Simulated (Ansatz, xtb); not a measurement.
## C4H10P2Si: 8 structures ranked

8 gas-phase structures of C4H10P2Si, from a drawn sample of its isomers (lower ones may exist). Each was relaxed with GFN2-xTB; where two conformers were screened, the lower at r2SCAN-D4/def2-SVP is listed:

A. `CC1=CC[Si]1(P)P`, a singlet
B. `C=C/C=C\[SiH](P)P`, a singlet
C. `C=C/C=C/[SiH](P)P`, a singlet
D. `CC#CC[SiH](P)P`, a singlet
E. `CCC#C[SiH](P)P`, a singlet
F. `C/C=C\P=P/C[SiH3]`, a singlet
G. `C=CC/P=P/C[SiH3]`, a singlet
H. `C#CCC[SiH](P)P`, a singlet

Task: Make a reasoned guess at their ranking by r2SCAN-D4/def2-SVP single-point energy.

Result: Calculated order at r2SCAN-D4/def2-SVP: A (0.0), C (6.0), B (8.0), F (11.3), E (13.8), D (16.8), G (17.5), H (27.7) kcal/mol. Less than 1 kcal/mol parts D and G, so the order within that pair means little.

Energies above the lowest of each column, in kcal/mol; the last columns are at PBE-D3(BJ)/def2-SVP geometries and were run for some of them only (a dash: not run or not comparable):

| structure | GFN2-xTB | HF/STO-3G | r2SCAN-D4/def2-SVP | PBE-D3(BJ)/def2-SVP | CCSD(T)/def2-SVP + ΔMP2/def2-TZVPP |
| --- | --- | --- | --- | --- | --- |
| A | 9.7 | 0.0 | 0.0 | 0.0 | 0.0 |
| C | 13.5 | 24.5 | 6.0 | 8.3 | 6.2 |
| B | 14.1 | 26.7 | 8.0 | 9.6 | 7.6 |
| F | 0.0 | 34.9 | 11.3 | 13.5 | – |
| E | 11.8 | 8.7 | 13.8 | 17.4 | – |
| D | 14.0 | 15.5 | 16.8 | 19.2 | – |
| G | 4.9 | 37.4 | 17.5 | – | – |
| H | 21.2 | 26.7 | 27.7 | – | – |

CCSD(T)/def2-SVP + ΔMP2/def2-TZVPP puts A lowest of those it was run on; GFN2-xTB picks F. Flexible structures stand in one conformer each, not always the lowest. Frequencies (GFN2-xTB) were run for A, B, C alone. ΔMP2 is the change of the MP2 energy from the smaller to the larger basis.

Over these structures GFN2-xTB departs from r2SCAN-D4/def2-SVP by 7.0 kcal/mol on average once a common shift is removed. A GFN2-xTB relaxation took about 0.21 s and the r2SCAN-D4/def2-SVP energy about 2.6 s on a shared host (Ansatz 0.2.0, xtb 6.7.1).
